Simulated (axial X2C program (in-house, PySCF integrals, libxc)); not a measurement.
## Potential curves of PdN⁺, with spin–orbit coupling

All values were computed with an in-house relativistic program for diatomic molecules. Two-component (2c) means X2C with spin–orbit coupling and atomic mean-field two-electron Coulomb and Gaunt terms. Basis: Pd dyall-cv3z [12s12p8d5f3g], N dyall-av3z [7s7p3d2f] (cores contracted in-house); Gaussian nuclei, density fitting, unrestricted open shells. Masses: Pd 105.903 u, N 14.003 u.

State: Ω = 1 (⟨Sz⟩ = 1.00, ⟨Lz⟩ = 0.00 at r2SCAN). Energies in eV from the lowest point of each curve. Fits are polynomials in 1 − R0/R over 0.85 to 1.23 times the lowest point R0.

```csv
R (Å),r2SCAN,PBE0
1.5425,0.8069,0.7753
1.6134,0.2951,0.2879
1.6666,0.0945,0.0976
1.7198,0.0066,0.0125
1.7730,0.0000,0.0000
1.8351,0.0622,0.0427
1.8971,0.1698,0.1190
1.9769,0.3396,0.2392
2.0744,0.5573,0.3950
2.2163,0.8492,0.6102
```

The state is one determinant whose occupation by symmetry is held fixed; it was picked as the lowest of a PBE0 search that is not exhaustive. Density functionals use the spin component along the axis (collinear). With several unpaired electrons one determinant need not be a pure state. Open-shell Ω = 0 determinants with evenly filled partner blocks cannot be reached by this program, so the Ω shown need not be the lowest component. This is the Ω = 1 component of a π² triplet; the 0⁺ component is not one determinant and can lie lowest. The determinant is spin-polarised beyond a pure state at some levels (its spin-free form has ⟨S²⟩ too high), which makes Re and μ there less reliable.

Fit the r2SCAN curve near its minimum: give the equilibrium distance and the harmonic wavenumber.

At r2SCAN, 2c: Re = 1.751 Å, ωe ≈ 715 cm⁻¹; Be follows as 0.445 cm⁻¹.

Fit the PBE0 curve near its minimum: give the equilibrium distance and the harmonic wavenumber.

At PBE0, 2c: Re = 1.757 Å, ωe ≈ 639 cm⁻¹; Be follows as 0.441 cm⁻¹.
